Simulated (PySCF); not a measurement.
# Two-component Hartree-Fock for Ce²³⁺ (cerium, charge +23)

Start: [Ar] 3d10 4s2 4p5; 4p1/2 filled at m_j = -1/2, +1/2; 4p3/2 filled at m_j = -1/2, +1/2, +3/2. Calculated with PySCF 2.14 in an even-tempered Gaussian basis (17 s from 1.7 bohr⁻², ratio 2.8; 14 p from 2.2 bohr⁻², ratio 2.8; 9 d from 3.8 bohr⁻², ratio 2.8; 4 f from 12 bohr⁻², ratio 3): generalised Hartree-Fock with the X2C-1e Hamiltonian and a Gaussian nucleus; spin-orbit coupling (SO) screened by Boettger's factors.

```json
{"spinor shell": "1s1/2", "electrons": "2", "ε, screened SO (eV)": "-41324.5", "weight of nominal j (screened SO)": "1.000", "rms radius, screened SO (bohr)": "0.0281"}
{"spinor shell": "2s1/2", "electrons": "2", "ε, screened SO (eV)": "-7296.3", "weight of nominal j (screened SO)": "1.000", "rms radius, screened SO (bohr)": "0.114"}
{"spinor shell": "2p1/2", "electrons": "2", "ε, screened SO (eV)": "-6915.1", "weight of nominal j (screened SO)": "1.000", "rms radius, screened SO (bohr)": "0.0978"}
{"spinor shell": "2p3/2", "electrons": "4", "ε, screened SO (eV)": "-6463.5", "weight of nominal j (screened SO)": "1.000", "rms radius, screened SO (bohr)": "0.104"}
{"spinor shell": "3s1/2", "electrons": "2", "ε, screened SO (eV)": "-2117.9", "weight of nominal j (screened SO)": "1.000", "rms radius, screened SO (bohr)": "0.294"}
{"spinor shell": "3p1/2", "electrons": "2", "ε, screened SO (eV)": "-1956.6", "weight of nominal j (screened SO)": "1.000", "rms radius, screened SO (bohr)": "0.285"}
{"spinor shell": "3p3/2", "electrons": "4", "ε, screened SO (eV)": "-1862.9", "weight of nominal j (screened SO)": "1.000", "rms radius, screened SO (bohr)": "0.297"}
{"spinor shell": "3d3/2", "electrons": "4", "ε, screened SO (eV)": "-1584.9", "weight of nominal j (screened SO)": "0.999", "rms radius, screened SO (bohr)": "0.268"}
{"spinor shell": "4s1/2", "electrons": "2", "ε, screened SO (eV)": "-877.48", "weight of nominal j (screened SO)": "1.000", "rms radius, screened SO (bohr)": "0.628"}
{"spinor shell": "4p1/2", "electrons": "2", "ε, screened SO (eV)": "-809.31", "weight of nominal j (screened SO)": "0.996", "rms radius, screened SO (bohr)": "0.642"}
{"spinor shell": "4p3/2", "electrons": "3", "ε, screened SO (eV)": "-784.20", "weight of nominal j (screened SO)": "0.997", "rms radius, screened SO (bohr)": "0.665"}
```

(1) Where does 3d5/2 lie, and what is the 3d spin-orbit splitting (screened SO)?

```csv
quantity,screened SO
E (hartree),-8622.92893
M_J,3/2
⟨J²⟩,3.752
⟨L²⟩,2.026
⟨S²⟩,0.776
```

Each row is a mean over spinors that exchange with the open shell spreads, by up to 9.038 eV (4s1/2).

Breit and QED terms are absent; they matter most for the inner s and p1/2 levels.

Densities and radii are taken from the X2C orbitals without a picture-change correction, which distorts them close to the nucleus.

## Answers

(1) At -1564.8 eV, 20.076 eV above 3d3/2.
